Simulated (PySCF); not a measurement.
The dipole of `CC(C)(C)[C@H]1CN[SiH2]C1` from its density and from atomic charges.

Coordinates (GFN2-xTB, Å) and charges (e) from the PBE0/pcSseg-1 density (PySCF):

```tsv
atom	x	y	z	Mulliken	IAO	Hirshfeld	ESP-fitted
C1	-1.913	1.199	-0.486	-0.1409	-0.4145	-0.1189	-0.5042
C2	-1.140	-0.086	-0.164	-0.5873	+0.0562	+0.0304	+0.4934
C3	-1.581	-1.172	-1.153	-0.1377	-0.4136	-0.1191	-0.5006
C4	-1.513	-0.534	1.251	-0.1444	-0.4151	-0.1204	-0.4690
C5	0.376	0.168	-0.342	-0.2581	-0.0986	-0.0210	+0.2778
C6	0.953	1.264	0.563	+0.1001	-0.1405	-0.0276	-0.0373
N7	2.392	1.210	0.399	-0.6604	-0.6894	-0.2514	-0.7834
Si8	3.013	-0.356	0.083	+0.7894	+0.8843	+0.3648	+0.6481
C9	1.270	-1.066	-0.166	-0.4642	-0.5470	-0.1634	-0.4761
H10	-1.703	1.976	0.245	+0.1087	+0.1316	+0.0368	+0.0950
H11	-1.648	1.572	-1.473	+0.1051	+0.1335	+0.0376	+0.0976
H12	-2.984	1.005	-0.471	+0.1073	+0.1341	+0.0381	+0.1301
H13	-2.663	-1.291	-1.123	+0.1061	+0.1329	+0.0374	+0.1206
H14	-1.131	-2.129	-0.905	+0.1106	+0.1344	+0.0367	+0.1047
H15	-1.295	-0.906	-2.168	+0.1038	+0.1325	+0.0374	+0.1044
H16	-2.579	-0.749	1.295	+0.1067	+0.1362	+0.0389	+0.1155
H17	-0.979	-1.437	1.536	+0.1081	+0.1315	+0.0358	+0.1036
H18	-1.298	0.241	1.982	+0.1064	+0.1315	+0.0353	+0.0880
H19	0.521	0.518	-1.371	+0.1166	+0.1239	+0.0323	-0.0161
H20	0.594	2.253	0.265	+0.1168	+0.1310	+0.0361	+0.0633
H21	0.667	1.094	1.609	+0.1005	+0.1060	+0.0251	+0.0602
H22	2.892	1.959	0.847	+0.1779	+0.2533	+0.1127	+0.3713
H23	3.719	-1.020	1.188	-0.1285	-0.1608	-0.0932	-0.1525
H24	3.854	-0.323	-1.116	-0.1191	-0.1531	-0.0911	-0.1484
H25	1.186	-1.730	-1.023	+0.1433	+0.1436	+0.0357	+0.1037
H26	0.969	-1.636	0.712	+0.1332	+0.1362	+0.0337	+0.1102
```

Q: Form Σ q r in debye for every column and set it beside the full dipole.

A: The full density gives (-0.57, 0.39, 0.52) D, 0.87 D in size; dipole vectors point from the negative to the positive end.

```
    scheme     μx     μy    μz  size (D)  share of the full size (%)  angle to the full dipole (°)
  Mulliken  -0.40  -0.41  0.82      1.00                         115                            55
       IAO   0.23  -0.35  0.13      0.44                          51                           122
 Hirshfeld  -0.15   0.25  0.11      0.31                          36                            27
ESP-fitted  -0.57   0.36  0.53      0.86                          98                             2
```

Q: Which set comes closest?

A: Length of the difference vector: ESP-fitted 0.04 D, Hirshfeld 0.61 D, Mulliken 0.87 D, IAO 1.17 D. Closest: ESP-fitted. ESP charges are fitted to the potential around the molecule, whose slowest-falling term is the dipole's. The schemes that divide the density aren't constrained to reproduce the dipole.

Q: What is left for the Hirshfeld atoms' own dipoles?

A: The Hirshfeld atoms' densities add up to the full density, so μ = Σ q r + Σ (atomic dipoles). The atomic dipoles sum to (-0.57, 0.39, 0.52) − (-0.15, 0.25, 0.11) = (-0.42, 0.14, 0.41) D, 0.61 D in size.

Q: With the origin at the mean of the coordinates, (-0.001, 0.001, 0.001) Å, which are the largest single terms, by size, of the Mulliken dipole along the direction of the full one?

A: Si8 -7.96, C9 +3.17, N7 +2.51, H24 +1.92, C2 -1.73 D; all 26 atoms together +0.57 D. The single terms depend on the origin, their sum doesn't.

Q: Give the size of the full dipole in other units.

A: 0.87 D = 0.343 au = 0.182 e·Å = 2.91 × 10⁻³⁰ C·m.

One conformer (not necessarily the lowest) at the GFN2-xTB geometry, without solvent, vibrations or thermal averaging.
